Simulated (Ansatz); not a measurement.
Mulliken charges of C$_{2}$HClFSi (`C#C[Si](F)Cl`) radical from r2SCAN/def2-TZVPP in Ansatz (PBE0-D4/def2-TZVP geometry).

| atom | x (Å) | y (Å) | z (Å) | charge (e) |
| --- | --- | --- | --- | --- |
| C1 | -1.695 | 0.190 | -0.451 | -0.090 |
| C2 | -0.558 | -0.042 | -0.118 | -0.281 |
| Si3 | 1.088 | -0.629 | 0.339 | 0.634 |
| F4 | 1.409 | -0.170 | 1.829 | -0.283 |
| Cl5 | 2.494 | 0.173 | -0.901 | -0.202 |
| H6 | -2.696 | 0.414 | -0.743 | 0.223 |

By hand: the dipole of these point charges (1 e Å = 4.8032 D).

Σ q r = (-0.505, -0.299, -0.213) e Å, of length 0.624 e Å = 3.00 D.

How does the dipole of the full density compare? (Estimate.)

Computed: (-0.373, -0.071, -0.163) e Å, 1.98 D; the point charges give 1.52 times that, at 19° from its direction.

Point charges leave out the atoms' own dipoles, such as those of lone pairs, and Mulliken's split depends on the basis, so the two needn't agree.
